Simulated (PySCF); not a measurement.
## Se (selenium, neutral) across methods

[Ar] 3d10 4s2 4p3 5s1, high-spin 5S determinant (an excited configuration). Calculation: PySCF 2.14, in aug-cc-pVTZ-PP with one added diffuse shell each of s, d, f type with ECP10MDF (7s5p5d3f, 68 functions); scalar relativity through the core potential. The B2PLYP total includes its PT2 part (frozen core); its orbital energies are those of the SCF part.

```json
{"method": "PBE0", "E (hartree)": "-372.8823", "mean ε 4s β (eV)": "-21.043", "mean ε 4p α (eV)": "-12.761", "mean ε 5s α (eV)": "-2.598", "Σ⟨r²⟩ (bohr²)": "69.20", "⟨S²⟩": "6.000"}
{"method": "B2PLYP", "E (hartree)": "-372.5218", "mean ε 4s β (eV)": "-22.199", "mean ε 4p α (eV)": "-13.977", "mean ε 5s α (eV)": "-2.848", "Σ⟨r²⟩ (bohr²)": "70.75", "⟨S²⟩": "6.000"}
{"method": "CAM-B3LYP", "E (hartree)": "-372.8883", "mean ε 4s β (eV)": "-22.928", "mean ε 4p α (eV)": "-13.959", "mean ε 5s α (eV)": "-3.153", "Σ⟨r²⟩ (bohr²)": "69.29", "⟨S²⟩": "6.000"}
{"method": "r2SCANh", "E (hartree)": "-372.7855", "mean ε 4s β (eV)": "-20.495", "mean ε 4p α (eV)": "-12.419", "mean ε 5s α (eV)": "-2.376", "Σ⟨r²⟩ (bohr²)": "69.26", "⟨S²⟩": "6.001"}
{"method": "LDA", "E (hartree)": "-372.3605", "mean ε 4s β (eV)": "-20.277", "mean ε 4p α (eV)": "-11.258", "mean ε 5s α (eV)": "-2.327", "Σ⟨r²⟩ (bohr²)": "66.79", "⟨S²⟩": "6.000"}
{"method": "PBE", "E (hartree)": "-372.9121", "mean ε 4s β (eV)": "-19.838", "mean ε 4p α (eV)": "-11.283", "mean ε 5s α (eV)": "-2.206", "Σ⟨r²⟩ (bohr²)": "68.57", "⟨S²⟩": "6.000"}
{"method": "BP86", "E (hartree)": "-373.0674", "mean ε 4s β (eV)": "-20.068", "mean ε 4p α (eV)": "-11.303", "mean ε 5s α (eV)": "-2.331", "Σ⟨r²⟩ (bohr²)": "67.29", "⟨S²⟩": "6.000"}
{"method": "r2SCAN", "E (hartree)": "-372.7851", "mean ε 4s β (eV)": "-20.045", "mean ε 4p α (eV)": "-11.915", "mean ε 5s α (eV)": "-2.226", "Σ⟨r²⟩ (bohr²)": "69.26", "⟨S²⟩": "6.001"}
{"method": "UHF", "E (hartree)": "-371.67614", "mean ε 4s β (eV)": "-23.280", "mean ε 4p α (eV)": "-16.527", "mean ε 5s α (eV)": "-3.491", "Σ⟨r²⟩ (bohr²)": "73.38", "⟨S²⟩": "6.001"}
```

Energies and moments cover only the electrons outside the core potential. The outer electron is Rydberg-like, and this basis confines it to a smaller radius and binds it less than a complete one would.
